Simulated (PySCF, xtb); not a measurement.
F4H2OSi2, SMILES F[SiH2]O[Si](F)(F)F.

GFN2-xTB (xtb 6.7.1) at its own geometry gives an orbital gap of 6.45 eV and a dipole moment of 3.01 D.

Geometry: PBE0-D3(BJ)/def2-SVP. The values are those of a single conformer.

**Question.** What does ωB97X/def2-TZVP (PySCF) give? (The exact figures need the calculation; the answer reports its results.)

**Answer.** gap 14.37 eV (levels -12.37 and 2.00 eV), dipole 2.19 D.
